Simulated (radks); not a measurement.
All-electron atom: the arsenic ion As2+ in [Ar] 3d10 4s2 4p1. Calculated with a radial shooting solver on a logarithmic mesh with Libxc functionals: scalar-relativistic Kohn-Sham, exchange-only PBE, spin-polarised, spherical densities, point nucleus; open shells are filled with parallel spins first.

Unscreened Slater integrals over Kohn-Sham orbitals (eV). They are taken over the spin-up orbitals. Empty in this configuration: 5s.

integral     value
F0(4p,4p)   11.336
F2(4p,4p)   5.9780
F0(4p,4s)   12.254
G1(4p,4s)   8.1221
F0(4p,3d)   14.689
F2(4p,3d)   3.0430
G1(4p,3d)   1.1082
G3(4p,3d)  0.98255
F0(4p,3p)   14.799
F2(4p,3p)   2.7448
G0(4p,3p)  0.67935
G2(4p,3p)  0.78032
F0(4p,5s)   6.8551
G1(4p,5s)  0.77400
F0(4s,4s)   13.487
F0(4s,3d)   17.126
G2(4s,3d)   1.6311
F0(4s,3p)   17.291
G1(4s,3p)   1.1242
F0(4s,5s)   7.0412
G0(4s,5s)  0.45353
F0(3d,3d)   37.078
F2(3d,3d)   17.430
F4(3d,3d)   10.899
F0(3d,3p)   38.249
F2(3d,3p)   18.210
G1(3d,3p)   22.235
G3(3d,3p)   13.651
F0(3d,5s)   7.6751
G2(3d,5s)  0.26814
F0(3p,3p)   39.825
F2(3p,3p)   19.917
F0(3p,5s)   7.7072
G1(3p,5s)  0.21108
F0(5s,5s)   5.6140

Derived for the open shells (J is the average intra-shell exchange parameter used in DFT+U). 4p: J = F2/5 = 1.196 eV.
